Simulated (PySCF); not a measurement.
Compound: C₇H₅FO.
Atom-mapped SMILES: `[O:1]=[CH:2][c:3]1[cH:4][cH:5][cH:6][cH:7][c:8]1[F:9]` (hydrogens: H10 on C2; H11 on C4; H12 on C5; H13 on C6; H14 on C7)

Cartesian coordinates in Å at the PBE0-D3(BJ)/def2-TZVP level; atoms count from 1:
```
atom  x, y, z in Å
O1     2.8049   -1.4640    0.2668
C2     2.3127   -0.3917    0.0192
C3     0.8570   -0.1511    0.0074
C4    -0.0297   -1.1834    0.3159
C5    -1.3933   -0.9710    0.3101
C6    -1.8932    0.2879   -0.0082
C7    -1.0369    1.3315   -0.3188
C8     0.3232    1.0939   -0.3051
F9     1.1474    2.1031   -0.6056
H10    2.9455    0.4830   -0.2154
H11    0.3943   -2.1509    0.5584
H12   -2.0724   -1.7792    0.5518
H13   -2.9631    0.4603   -0.0148
H14   -1.4033    2.3188   -0.5699
```

Computed with PySCF at wB97X-D/pcSseg-2, non-relativistic, on one gas-phase PBE0-D3(BJ)/def2-TZVP geometry that isn't relaxed in the solvent. The solvent is an IEF-PCM continuum (cavity from Bondi-type radii × 1.2). The model holds no explicit solvent molecules, cavitation or dispersion.

Gas phase at wB97X-D/pcSseg-2: HOMO -9.48 eV, LUMO -0.37 eV, dipole 3.47 D.

Task: What does the continuum do to the energy, the frontier levels and the dipole at wB97X-D/pcSseg-2 in chloroform?

Result: 
| solvent | ε | E(solvent) − E(gas) (kcal/mol) | polarisation term (kcal/mol) | distortion of the solute (kcal/mol) | HOMO (eV) | LUMO (eV) | dipole (D) |
| --- | --- | --- | --- | --- | --- | --- | --- |
| chloroform | 4.711 | -3.99 | -4.51 | 0.52 | -9.33 | -0.31 | 4.28 |

The first energy column is the sum of the next two and covers electrostatics alone.

Task: Which radius a makes the point-dipole formula ΔE = −[(ε − 1)/(2ε + 1)]·μ²/a³ give the value in chloroform, with the gas-phase dipole?

Result: μ = 1.365 au and |ΔE| = 0.00635 Eh give a = 2.49 Å; the farthest nucleus lies 3.18 Å from the centroid of the nuclei, so such a sphere wouldn't even hold the nuclei. The formula assumes a rigid point dipole at the centre of a sphere.

Task: Give the dipole vector in the frame of the coordinates (D, pointing from negative to positive charge), gas and chloroform.

Result: Gas (-3.24, 1.23, -0.17), solvent (-3.97, 1.60, -0.23). Its length changes by +23 % and its direction by 1°.

Time: 3.2 min wall, 6.4 min CPU; peak memory 2.7 GiB. Hardware: 2 threads, Intel Xeon at 2.50 GHz (x86_64), no GPU, shared host. This is the whole shielding run at wB97X-D/pcSseg-2 in chloroform, SCF included.

wB97X-D is run here without its empirical dispersion term; that term would change no orbital, density or response property at a fixed geometry.
